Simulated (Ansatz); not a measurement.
Reaction (ligand exchange at the Al–Cl bond): `[CH3][Al]([CH3])[Cl]` + H₂Te → `[CH3][Al]([CH3])[TeH]` + HCl

Calculated with Ansatz (gas phase, PBE0-D4/def2-TZVP geometries, no zero-point term in ΔE). CBS: MP2 limit from def2 TZ/QZ plus the TZ coupled-cluster correction, frozen cores. This one scheme is used for every species. Functionals use def2-TZVPP. Elements past krypton have def2 core potentials. For Te outer-core shells are correlated without core-valence functions, which leaves a few kJ/mol of doubt a bond.

```json
{"level": "B2PLYP", "ΔE (eV)": "0.54"}
{"level": "r2SCAN", "ΔE (eV)": "0.53"}
{"level": "PBE0", "ΔE (eV)": "0.48"}
{"level": "SCS-MP2/def2-TZVPP", "ΔE (eV)": "0.49"}
```

Question: What does CCSD(T)/CBS give? (Best estimate.)

Answer: Computed: +0.45 eV. The listed levels differ from it by 0.09, 0.08, 0.03, 0.04 eV.

Largest T1 diagnostic among the species: 0.010.

Leaving LDA and LC-ωPBE aside and taking each functional with its dispersion term where it has one, the values, not all of them listed here, spread over 0.20 eV, from PBE-D4 to B97M-V. The D4 term adds −0.05 eV with B3LYP and −0.03 eV with PBE0; it sums over pairs of atoms, weighted by their polarisabilities, and B3LYP, whose exchange is more repulsive, gets the larger term.

B3LYP here is the variant with VWN-RPA as its local correlation; programs differ in this.
